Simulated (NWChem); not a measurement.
Molecule: C$_{3}$H$_{7}$NSi; SMILES C[SiH2]CC#N

```xyz
12

C      0.3421     2.4926     0.0000
Si    -0.5179     0.8144     0.0000
C      0.8019    -0.5834     0.0000
C      0.1975    -1.9082     0.0000
N     -0.3215    -2.9480     0.0000
H     -0.3967     3.3021     0.0000
H      0.9736     2.6187     0.8868
H      0.9736     2.6187    -0.8868
H     -1.3640     0.6464    -1.2096
H     -1.3640     0.6464     1.2096
H      1.4452    -0.4755     0.8824
H      1.4452    -0.4755    -0.8824
```
Atoms are numbered in this order, from 1.

Program: NWChem. Coordinates come from a B3LYP/6-31G* (spherical d) optimisation. Atomic charges in e: unrestrained fits to the electrostatic potential beside Mulliken populations; buried atoms are poorly determined by the fit.

Problem. Predict the results for B3LYP/def2-SVP. Quantities: ESP C1; Mulliken C1; ESP Si2; Mulliken Si2; ESP C3; Mulliken C3; ESP C4; Mulliken C4; ESP N5; Mulliken N5; relative RMS misfit of the potential (%).

Solution. 
| Quantity | Value |
|---|---|
| ESP C1 | -0.27 |
| Mulliken C1 | -0.25 |
| ESP Si2 | 0.53 |
| Mulliken Si2 | 0.48 |
| ESP C3 | -0.17 |
| Mulliken C3 | -0.17 |
| ESP C4 | 0.32 |
| Mulliken C4 | -0.25 |
| ESP N5 | -0.46 |
| Mulliken N5 | 0.04 |
| relative RMS misfit of the potential (%) | 19 |
